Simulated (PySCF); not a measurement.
# Cr³⁺ (chromium, charge +3) across methods

[Ar] 3d3, high-spin 4F determinant. All numbers are calculated (PySCF 2.14, the non-relativistic Hamiltonian (point nucleus), in def2-QZVPPD (11s6p5d3f2g, 93 functions)). The B2PLYP total includes its PT2 part (frozen core); its orbital energies are those of the SCF part.

```
   method  E (hartree)  mean ε 3p α (eV)  mean ε 3p β (eV)  mean ε 3d α (eV)  Σ⟨r²⟩ (bohr²)   ⟨S²⟩
   B2PLYP    -1042.187           -92.954           -87.138           -46.243          13.17  3.751
      LDA    -1040.104           -84.759           -81.553           -41.015          13.26  3.750
     PBE0    -1042.215           -88.837           -84.395           -43.591          13.18  3.751
      UHF  -1041.48513           -100.00           -91.632           -50.605          13.10  3.753
    HSE06    -1042.232           -88.393           -83.988           -43.141          13.19  3.751
  wB97X-V    -1042.301           -90.944           -86.970           -45.928          13.19  3.751
CAM-B3LYP    -1042.466           -90.045           -85.845           -45.134          13.22  3.751
   r2SCAN    -1042.400           -86.184           -82.199           -41.584          13.15  3.751
```

Problem. Estimate the same row for PBE.

Solution. E (hartree) = -1042.157; mean ε 3p α (eV) = -84.756; mean ε 3p β (eV) = -81.458; mean ε 3d α (eV) = -40.991; Σ⟨r²⟩ (bohr²) = 13.25; ⟨S²⟩ = 3.750.
